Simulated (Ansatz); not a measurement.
Relaxation of C₂H₁₀GeN₂ (15 atoms, charge 0, multiplicity 1), to a largest force component of 0.015 eV/Å in at most 40 steps.

Theory: Ansatz 0.2.0, RKS PBE/def2-SVP.

```xyz
15
Properties=species:S:1:pos:R:3:forces:R:3
N -0.193 -0.610 1.628 -2.81 3.15 -0.14
C 0.509 0.244 0.655 0.35 -0.25 0.01
N 1.901 0.193 0.980 2.31 0.66 2.06
C 0.379 -0.236 -0.793 -2.46 -0.35 0.65
Ge -1.512 0.076 -1.441 0.25 0.48 0.78
H -1.265 -0.390 1.476 2.32 -0.92 0.53
H -0.018 -1.576 1.452 0.18 -1.30 -0.45
H 0.207 1.322 0.724 -0.98 -0.28 0.15
H 2.448 0.897 0.437 -0.41 -0.51 0.08
H 2.050 0.527 2.002 -0.44 -0.71 -1.66
H 0.519 -1.331 -0.847 0.42 0.00 -0.10
H 1.012 0.305 -1.453 1.12 0.60 -1.08
H -1.920 1.603 -1.228 0.13 -0.56 -0.05
H -1.621 -0.247 -2.915 -0.09 -0.16 -0.66
H -2.518 -0.827 -0.648 0.10 0.14 -0.12
```

Task: Where does it end, and by what steps?

Result: It converged. After 13 steps the energy has fallen by 0.509 eV; H13 moved furthest, 0.56 Å.

```json
{"step": "0", "energy less start (eV)": "0.0000", "largest force component (eV/Å)": "3.146", "accepted": "yes"}
{"step": "1", "energy less start (eV)": "-0.4388", "largest force component (eV/Å)": "0.850", "accepted": "yes"}
{"step": "2", "energy less start (eV)": "-0.4844", "largest force component (eV/Å)": "0.331", "accepted": "yes"}
{"step": "3", "energy less start (eV)": "-0.4941", "largest force component (eV/Å)": "0.090", "accepted": "yes"}
{"step": "4", "energy less start (eV)": "-0.4996", "largest force component (eV/Å)": "0.053", "accepted": "yes"}
{"step": "5", "energy less start (eV)": "-0.5018", "largest force component (eV/Å)": "0.088", "accepted": "yes"}
{"step": "6", "energy less start (eV)": "-0.5037", "largest force component (eV/Å)": "0.064", "accepted": "yes"}
{"step": "7", "energy less start (eV)": "-0.5055", "largest force component (eV/Å)": "0.030", "accepted": "yes"}
{"step": "8", "energy less start (eV)": "-0.5071", "largest force component (eV/Å)": "0.066", "accepted": "yes"}
{"step": "9", "energy less start (eV)": "-0.5079", "largest force component (eV/Å)": "0.071", "accepted": "yes"}
{"step": "10", "energy less start (eV)": "-0.5088", "largest force component (eV/Å)": "0.056", "accepted": "yes"}
{"step": "11", "energy less start (eV)": "-0.5092", "largest force component (eV/Å)": "0.026", "accepted": "yes"}
{"step": "12", "energy less start (eV)": "-0.5081", "largest force component (eV/Å)": "0.131", "accepted": "no"}
{"step": "13", "energy less start (eV)": "-0.5092", "largest force component (eV/Å)": "0.007", "accepted": "yes"}
```

```xyz
15
Properties=species:S:1:pos:R:3
N -0.300 -0.331 1.641
C 0.555 0.316 0.652
N 1.931 0.004 1.032
C 0.348 -0.121 -0.816
Ge -1.530 -0.051 -1.426
H -1.278 -0.033 1.542
H -0.264 -1.353 1.522
H 0.304 1.409 0.711
H 2.594 0.484 0.410
H 2.098 0.351 1.985
H 0.718 -1.163 -0.933
H 0.951 0.511 -1.504
H -2.214 1.249 -0.913
H -1.590 -0.062 -2.977
H -2.347 -1.262 -0.898
```

Whether the end is a true minimum wasn't checked by a vibrational analysis.

Run time: 55 s on 2 threads of Arm Neoverse V1, on a shared host, peak memory 0.19 GiB.
